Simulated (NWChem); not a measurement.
## Correlation energy of FS

```
S
F 1 1.6282
```
Charge 0, spin multiplicity 2.

The numbers come from NWChem runs, not from measurements. All single points use one geometry, from UB3LYP/def2-SVP, a minimum by its harmonic frequencies.

Basis set: cc-pVDZ. Each correlation energy counts from its own Hartree-Fock reference.

```json
[
 {"method": "URI-MP2", "correlation energy (mHa)": "-293.3"},
 {"method": "UMP2", "correlation energy (mHa)": "-293.3"},
 {"method": "SCS-UMP2", "correlation energy (mHa)": "-285.3"},
 {"method": "CCSD on UHF", "correlation energy (mHa)": "-311.7"},
 {"method": "CCSD[T] on UHF", "correlation energy (mHa)": "-319.3"},
 {"method": "CCSD(T) on UHF", "correlation energy (mHa)": "-318.2"},
 {"method": "CCSD on ROHF", "correlation energy (mHa)": "-316.2"},
 {"method": "CCSD[T] on ROHF", "correlation energy (mHa)": "-324.1"},
 {"method": "CCSD(T) on ROHF", "correlation energy (mHa)": "-323.0"},
 {"method": "CCSDT on ROHF", "correlation energy (mHa)": "-323.5"}
]
```

The values span 38.9 mHa, from CCSD[T] on ROHF (lowest) to SCS-UMP2 (highest). 

The correlated methods keep 6 core orbitals frozen. The structure started from a generated list of species. The unpaired electrons of the parent sit in orbitals of symmetry b2 (C2v labels of the run); other states weren't searched. No SCF solution was tested for a lower state. Open-shell Hartree-Fock references start from PBE0 orbitals. Coupled-cluster values serve here as a point of comparison, not as the truth.
